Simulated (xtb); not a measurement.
ClPb, charge +1, singlet, at a GFN2-xTB geometry (such geometries of metal compounds can be far from the true shape). Base run: GFN2-xTB run with xtb.

The xtb input:
```
$ xtb mol.xyz --gfn 2 --chrg 1 --json

# file mol.xyz
2

Pb    -0.00000000    -0.00000000    -0.40772011
Cl     0.00000000     0.00000000     1.96664995
```

The base run was repeated with changes; each row names its change, and settings that it needs were set with it.

```
change               ΔE vs base (mEh)  HOMO-LUMO gap (eV)  G_solv (kcal/mol)  SCF cycles
-------------------  ----------------  ------------------  -----------------  ----------
base                            0.000                3.06                  -          12
etemp = 1000                    0.000                3.06                  -          12
gbsa = acetonitrile               [?]                 [?]                [?]          11
etemp = 3000                   -0.219                3.07                  -          12
alpb = dmso                   -67.963                3.12             -42.79          11
acc = 0.1                       0.000                3.06                  -          13
```

Task: Some entries are withheld; supply them.

Result: 
- gbsa = acetonitrile, ΔE vs base (mEh): -78.704
- gbsa = acetonitrile, HOMO-LUMO gap (eV): 3.13
- gbsa = acetonitrile, G_solv (kcal/mol): -49.61

ALPB and GBSA are two models with their own fitted parameters for each solvent, which aren't always the measured dielectric constant.
